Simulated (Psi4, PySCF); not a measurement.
The Psi4 input:
```
memory 2 GB

molecule mol {
0 1
  Si    1.585546   -0.294653    0.093054
  O    -0.003746   -0.028984   -0.031880
  Si   -1.584141    0.305515   -0.081085
  H     1.996361   -0.923911   -1.160282
  H     2.222422    1.006205    0.290415
  H     1.777237   -1.176698    1.242699
  H    -2.213758   -0.474707    0.982498
  H    -2.047572   -0.094735   -1.407977
  H    -1.724385    1.743647    0.140125
}

set basis 6-31g**
set reference rks
set scf_type pk
set puream true
set d_convergence 1e-8
set dft_radial_points 99
set dft_spherical_points 590

energy('pbe')
print_variables()
```

Q: Write the same job for PySCF.

A: Several could match; the one computed here: 
```python
from pyscf import gto, scf, dft

mol = gto.Mole()
mol.atom = '''
    Si    1.58554558   -0.29465325    0.09305373
    O    -0.00374610   -0.02898376   -0.03187953
    Si   -1.58414102    0.30551525   -0.08108531
    H     1.99636140   -0.92391127   -1.16028168
    H     2.22242187    1.00620543    0.29041493
    H     1.77723671   -1.17669751    1.24269936
    H    -2.21375802   -0.47470673    0.98249776
    H    -2.04757203   -0.09473461   -1.40797725
    H    -1.72438507    1.74364671    0.14012516
'''
mol.basis = '6-31g**'
mol.verbose = 4
mol.build()

mf = dft.RKS(mol)
mf.xc = 'pbe'
mf.grids.atom_grid = (99, 590)
mf.grids.prune = None
mf.kernel()
```

Both were run: Psi4 gave -657.421467 Eh and PySCF -657.421466 Eh, 0.000 mEh apart.
